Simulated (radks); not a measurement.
The numbers below are computed, except where a source is named.
Question: Ag4+, 43 electrons, occupied as [Ar] 3d10 4s1 4p6 4d8 (not the ground configuration). Level of theory: scalar-relativistic Kohn-Sham, BLYP, spin-polarised, spherical densities, point nucleus; open shells are filled with parallel spins first (spin-orbit coupling, left out, can overturn this in heavy ions) (a radial shooting solver on a logarithmic mesh with Libxc functionals). Some entries of the table are withheld. Estimate them.

| orbital | occ. | eigenvalue (hartree) | <1/r> (bohr^-1) | <r> (bohr) |
|---|---|---|---|---|
| 1s up | 1 | -933.3531 | 49.44 | 0.03111 |
| 1s down | 1 | -933.3415 | 49.44 | 0.03111 |
| 2s up | 1 | -139.3719 | 11.23 | 0.1349 |
| 2s down | 1 | -139.3463 | 11.23 | 0.1349 |
| 2p up | 3 | -125.2605 | 10.85 | 0.1177 |
| 2p down | 3 | -125.2387 | 10.85 | 0.1177 |
| 3s up | 1 | -27.38856 | 3.945 | 0.3685 |
| 3s down | 1 | -27.36757 | 3.945 | 0.3685 |
| 3p up | 3 | -22.75550 | 3.758 | 0.3675 |
| 3p down | 3 | -22.73280 | 3.759 | 0.3674 |
| 3d up | 5 | -15.44812 | 3.532 | 0.3456 |
| 3d down | 5 | -15.41990 | 3.533 | 0.3454 |
| 4s up | 1 | (1) | 1.541 | 0.8960 |
| 4s down | 0 | (2) | 1.540 | 0.8973 |
| 4p up | 3 | -4.30130 | 1.400 | 0.9695 |
| 4p down | 3 | -4.19051 | 1.396 | 0.9730 |
| 4d up | 5 | -2.28899 | 1.120 | 1.180 |
| 4d down | 3 | -2.19391 | 1.106 | 1.197 |

Answer: 
(1) 4s up eigenvalue (hartree): -5.67688
(2) 4s down eigenvalue (hartree): -5.56251
